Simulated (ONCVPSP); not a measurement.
## Transferability test, ONCV potential for zinc (Zn)

Zn, optimised norm-conserving Vanderbilt (ONCV), made with ONCVPSP 4.0.1 (LDA (Perdew-Wang 92), scalar-relativistic). Core [Ar], reference 3d10 4s2. Waves: 4s: rc 1.80 bohr, ncon 4, nbas 9, qcut 3.4 1/bohr, 2 projectors, debl 2.6 Ha; p scattering state at 0.1 Ha: rc 1.90 bohr, ncon 4, nbas 7, qcut 5.1 1/bohr, 2 projectors, debl 2.8 Ha; 3d: rc 1.50 bohr, ncon 3, nbas 8, qcut 9.5 1/bohr, 2 projectors, debl 3.3 Ha. Local part: polynomial inside 1.45 bohr (lpopt 5, dvloc0 0 Ha). Core correction: Teter function, fcfact 2.5, rcfact 1.1.

Energies are relative to the spin-unpolarised reference configuration 3d10 4s2; without spin polarisation the order of configurations can differ from experiment.

```
valence configuration  charge  ΔE all-electron (eV)  error AE − PS (meV)
             3d10 4s1      +1                10.184                 +1.8
             3d10 4s0      +2                28.947                  +19
```

(1) What are ΔE and the potential's error for 3d10 4s0 4p2?

(2) What are ΔE and the potential's error for 3d9 4s0?

Levels in the configuration 3d9 4s0:

```tsv
level	all-electron (eV)	pseudo (eV)
3d	-51.071	-50.845
```

Note: no bound ghost flagged; GHOST(+) flagged for s at 98.2 eV, p at 156.8 eV.

## Answers

(1) ΔE = 10.754 eV all-electron; the error (AE − PS) is +6.3 meV.

(2) ΔE = 69.843 eV all-electron; the error (AE − PS) is +121 meV.
